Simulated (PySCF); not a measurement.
# Telling isomers of C$_{7}$H$_{12}$N$_{2}$Si apart by NMR

- coordinates at the GFN2-xTB level
- σ from GIAO-PBE0/pcSseg-1
- run in PySCF 2.14
- non-relativistic, one averaged value for each set of equivalent atoms, one conformer, no solvent model

Scale: TMS for 1H (σref 31.72) and 13C (σref 186.93) (reference shieldings calculated alike). Where no couplings were computed, multiplicities follow the n + 1 count of equivalent neighbours, and m marks all less simple cases (inequivalent or close neighbours, rings, F or P nearby). Shifts are as computed. Against solution values, carbons near 30 ppm lie about +3 ppm off and those near 130 ppm about +5 ppm (rms about the fit 2.1 ppm; single classes can miss by 10 ppm). Of 1328 compounds with measured shifts, 309 miss one by over three times the rms of a fit or turn the order of signals round; such compounds aren't used in these exercises. Signals without a measured value on file couldn't be tested in this way; 1H shifts scatter by 0.2 ppm about their fit, and single ones miss by 0.5 ppm. OH and NH positions are gas-phase values without hydrogen bonding to other molecules.

(1) Tabulate the signals of `Cc1ccccc1NN[SiH3]`, `C=Cc1cnn([SiH](C)C)c1` and their relative energies.

(2) What is the quickest way to tell Cc1ccccc1NN[SiH3] from C=Cc1cnn([SiH](C)C)c1?

Answers

(1) 
| SMILES | carbon types | δC | δH | E rel. (kcal/mol) |
| --- | --- | --- | --- | --- |
| Cc1ccccc1NN[SiH3] | 2×C 4×CH 1×CH3 | 152.1, 136.0, 133.1, 124.0, 123.6, 114.6, 19.5 | 7.48 (m, 1H), 7.38 (d, 1H), 6.99 (m, 1H), 6.91 (d, 1H), 4.62 (s, 3H), 4.43 (br s, 1H), 2.80 (br s, 1H), 2.21 (s, 3H) | 18.4 |
| C=Cc1cnn([SiH](C)C)c1 | 1×C 3×CH 1×CH2 2×CH3 | 149.1, 135.4, 135.0, 127.7, 116.0, -0.7 | 7.98 (m, 1H), 7.74 (m, 1H), 6.78 (m, 1H), 5.87 (m, 1H), 5.35 (m, 1H), 5.32 (sept, 1H), 0.49 (d, 6H) | 0.0 |

Energies are electronic energies at PBE0/pcSseg-1 on these geometries, without zero-point or thermal terms, each for the one conformer computed, which needn't be the lowest.

(2) Count the carbon signals: 7 against 6. The first has an aromatic carbon bearing nitrogen (C) at 152.1 ppm, the second a terminal =CH2 carbon at 116.0 ppm. Their most deshielded carbons lie at 152.1 and 149.1 ppm. In the proton spectra the most deshielded non-exchanging signals are 7.48 (m, 1H) and 7.98 (m, 1H).
